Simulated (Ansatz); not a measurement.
An input meant for the cluster Cs2F⁻ (charge -1, singlet).

```yaml
crystal:
  periodic: [false, false, false]
  atoms:
    - {symbol: Cs, position_ang: [1.553271, -0.964082, 1.462726]}
    - {symbol: Cs, position_ang: [-0.970242, 1.370245, -1.631762]}
    - {symbol: F, position_ang: [-0.583029, -0.406163, 0.169036]}
basis:
  gaussian: {orbitals: def2-SVP, nuclear_model: gaussian}
total_charge: -1
magnetization: {spin_polarized: true, initial_magnetization: 0}
hamiltonian: {xc: {name: wB97M-V}, dispersion: d2}
scf: {lower_state_search: off}
```

```sh
$ ansatz run in.yaml --threads 4 --pin off --events-out ev --progress --plain --max-ram 3916MiB
```

Output, abridged:

```
Error: YAML parse error: error: line 11 column 48: hamiltonian.dispersion: `d2` is not `none`, `rvv10`, `d3bj`, `d3bjatm`, `d4` or a map `{method: …, s8: …, a1: …, a2_bohr: …}` (numbers without units, a2 in bohr) or `{method: …, functional: …}`
 9 | total_charge: -1
10 | magnetization: {spin_polarized: true, initial_magnetization: 0}
11 | hamiltonian: {xc: {name: wB97M-V}, dispersion: d2}
12 | scf: {lower_state_search: off}
```

Question: What is wrong with this run?

Answer: The program holds no damping parameters for this pairing of functional and dispersion term, so they'd have to be typed. The input was rejected before any iteration.
